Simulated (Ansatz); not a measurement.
The same path of F2GeH2 + H3P (9 atoms, charge 0, multiplicity 1) was run twice with different band settings. Lost on the way: Ge1–F2, P6–H9. Made: Ge1–P6, F2–H9.

All numbers below come from Ansatz, RKS B3LYP/def2-SVP.

Relaxed end points:

```xyz
9
Properties=species:S:1:pos:R:3
Ge 0.955 -0.149 -0.719
F -0.291 0.098 0.471
F 2.434 0.270 0.086
H 0.727 0.860 -1.849
H 0.999 -1.645 -1.044
P -3.577 0.116 2.596
H -4.381 0.326 1.431
H -3.716 -1.306 2.526
H -2.355 0.117 1.855
```

```xyz
9
Properties=species:S:1:pos:R:3
Ge -0.639 -0.490 -0.373
F -0.516 1.596 2.102
F 0.464 -0.483 1.045
H -0.278 0.791 -1.144
H -0.229 -1.766 -1.131
P -2.843 -0.526 0.357
H -2.626 -1.673 1.181
H -2.538 0.410 1.390
H 0.002 0.829 1.926
```

Common settings: spring 5.0 eV/Å²; optimiser quadratic models (default); start path through a guess of the saddle point; force threshold 0.03 eV/Å; iteration limit 60; end points relaxed.

| run | movable images | climbing image |
| --- | --- | --- |
| 1 | 7 | yes |
| 2 | 4 | no |

Task: What does each run give, and how far can it be trusted?

Result: Run 1: converged after 46 iterations, highest image 2.059 eV above the first end. A structure lower than the first end lies on the path between it and the top, so the climb from that side starts below the end, which may itself be a saddle point or a shallow side well. Neighbouring images differ by up to 2.1 eV, so the band resolves the path poorly. A vibrational analysis at the climbing image gives one clearly imaginary mode, 713i cm⁻¹: a first-order saddle point.
Run 2: converged after 26 iterations, highest image 0.784 eV above the first end. No image climbed, so the highest image needn't sit at the top of the path. A band with more images between the same ends climbed to 2.06 eV, so this one has probably stepped over the top.
The orbitals stay closed-shell, which can raise the energy where a bond breaks towards radicals; this wasn't checked here.
